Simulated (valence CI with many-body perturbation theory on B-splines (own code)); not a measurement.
**Level structure of Gd XV**

Method: valence CI with perturbative core correlation (CI+MBPT): four valence electrons over a frozen Dirac-Fock core [Kr] 4d10, a basis of 7 s, 7 p, 7 d, 7 f, 4 g, 2 h functions for each j, with the one-electron correlation potential Σ1 (screened to all orders), the two-electron term Σ2, the three-electron term Σ3, Breit, model QED; selected single and double excitations, second order for the rest, scaled by the run's own slope (own B-spline code, finite nucleus).

No measured levels were compared; by estimate terms of the open shell hold to a few per cent of their energy, and close levels can change places; configurations with another count of f electrons can be misplaced by thousands of cm⁻¹.

Levels 1 to 45 of 194, with energies above the lowest level, 4f3 5s 5I°_4. "Leading %" is the weight of the configuration and term that name the level; weights of strongly mixed levels are sums over their largest components and can fall short. In the jj column 3d3/2^4 stands for four electrons in 3d with j = 3/2. Lifetimes count E1, E2, E3, M1 and M2 decay at the calculated energies, and are blank where another channel may lead or the interval is too uncertain; long ones can be off by a factor of two.

```tsv
No.	Configuration	Term	J	E (cm⁻¹)	Leading %	Lifetime	g	Leading jj
1	4f3 5s	5I°	4	0.0	96		0.606	4f5/2^3 5s (64 %)
2	4f3 5s	5I°	5	2836	94	743 ms	0.901	4f5/2^2 4f7/2 5s (59 %)
3	4f3 5s	5I°	6	6419	96	290 ms	1.070	4f5/2^2 4f7/2 5s (69 %)
4	4f3 5s	5I°	7	10376	98	244 ms	1.176	4f5/2 4f7/2^2 5s (74 %)
5	4f3 5s	5I°	8	14522	98	353 ms	1.246	4f7/2^3 5s (47 %)
6	4f3 5s	3I°	5	17157	88	113 ms	0.851	4f5/2^2 4f7/2 5s (48 %)
7	4f3 5s	5F°	1	21469	93		0.034	4f5/2^3 5s (44 %)
8	4f4	5I	4	21609	95	8.22 s	0.608	4f5/2^3 4f7/2 (39 %)
9	4f3 5s	5F°	2	22889	93	5.75 s	1.011	4f5/2^2 4f7/2 5s (54 %)
10	4f3 5s	3I°	6	23411	93	105 ms	1.025	4f5/2 4f7/2^2 5s (53 %)
11	4f4	5I	5	24747	97	517 ms	0.902	4f5/2^3 4f7/2 (65 %)
12	4f3 5s	5F°	3	24910	95	1.80 s	1.242	4f5/2^2 4f7/2 5s (67 %)
13	4f3 5s	5F°	4	26212	57	103 ms	1.155	4f5/2^2 4f7/2 5s (59 %)
14	4f3 5s	5S°	2	26407	92	10.2 s	1.956	4f5/2^2 4f7/2 5s (55 %)
15	4f3 5s	5F°	5	26756	44	115 ms	1.231	4f5/2^2 4f7/2 5s (68 %)
16	4f4	5I	6	28033	98	352 ms	1.069	4f5/2^2 4f7/2^2 (71 %)
17	4f3 5s	3H°	4	28176	52	48.0 ms	1.017	4f5/2 4f7/2^2 5s (49 %)
18	4f3 5s	3I°	7	29326	94	153 ms	1.135	4f5/2 4f7/2^2 5s (52 %)
19	4f3 5s	3H°	5	31157	44	62.2 ms	1.198	4f5/2 4f7/2^2 5s (80 %)
20	4f4	5I	7	31365	96	366 ms	1.172	4f5/2^2 4f7/2^2 (45 %)
21	4f3 5s	5G°	2	32100	97	3.93 s	0.339	4f5/2^3 5s (41 %)
22	4f3 5s	5G°	3	33056	77	308 ms	0.886	4f5/2^2 4f7/2 5s (75 %)
23	4f3 5s	3H°	6	34444	81	63.9 ms	1.184	4f5/2 4f7/2^2 5s (75 %)
24	4f4	5I	8	34682	93	510 ms	1.240	4f5/2 4f7/2^3 (43 %)
25	4f2 5s2	3H	4	35399	88	9.02 ms	0.809	4f5/2^2 5s^2 (86 %)
26	4f3 5s	5G°	4	35594	76	123 ms	1.111	4f5/2^2 4f7/2 5s (68 %)
27	4f3 5s	3G°	3	36674	64	97.3 ms	0.838	4f5/2^2 4f7/2 5s (69 %)
28	4f3 5s	3F°	2	37292	79	184 ms	0.767	4f5/2^2 4f7/2 5s (49 %)
29	4f3 5s	5G°	5	39379	78	89.4 ms	1.227	4f5/2 4f7/2^2 5s (71 %)
30	4f3 5s	3K°	6	39491	96	49.3 ms	0.861	4f5/2^2 4f7/2 5s (63 %)
31	4f3 5s	3S°	1	39776	54	128 ms	1.563	4f5/2^2 4f7/2 5s (64 %)
32	4f3 5s	1H°	5	40179	58	41.0 ms	1.065	4f5/2 4f7/2^2 5s (64 %)
33	4f3 5s	3G°	4	40243	64	59.5 ms	1.079	4f5/2 4f7/2^2 5s (69 %)
34	4f3 5s	3K°	7	40946	87	41.7 ms	1.018	4f5/2^2 4f7/2 5s (65 %)
35	4f2 5s2	3H	5	42054	93	7.01 ms	1.032	4f5/2 4f7/2 5s^2 (93 %)
36	4f3 5s	3F°	3	42383	73	90.8 ms	1.051	4f5/2 4f7/2^2 5s (68 %)
37	4f3 5s	3F°	4	42454	54	80.4 ms	1.128	4f5/2 4f7/2^2 5s (51 %)
38	4f4	5F	1	43198	93	10.1 ms	0.034	4f5/2^3 4f7/2 (73 %)
39	4f3 5s	5G°	6	43226	82	134 ms	1.303	4f7/2^3 5s (49 %)
40	4f4	5F	2	43604	74	9.49 ms	0.964	4f5/2^2 4f7/2^2 (38 %)
41	4f3 5s	3K°	8	44165	91	31.7 ms	1.119	4f5/2^2 4f7/2 5s (50 %)
42	4f3 5s	3P°	2	44282	40	38.4 ms	1.273	4f5/2 4f7/2^2 5s (53 %)
43	4f4	5F	3	45577	89	11.4 ms	1.229	4f5/2^3 4f7/2 (55 %)
44	4f3 5s	3D°	1	45674	41	43.1 ms	1.227	4f5/2 4f7/2^2 5s (73 %)
45	4f2 5s2	3F	2	45740	78	5.87 ms	0.732	4f5/2^2 5s^2 (61 %)
```

Names give the largest LS component (configuration and term), which can be under half, so a name can repeat, a term be missing and a line seem to break the LS rules; names also repeat where a configuration has a term twice.

Where two levels of one J and parity lie close, their mixing, g and order are uncertain.

The ionisation energy to 4f3 4I°_9/2 of the next ion comes out as 284.47 eV (NIST: 288 ± 15 eV (theoretical)). All 194 levels together are meant to be complete up to 149690 cm⁻¹.
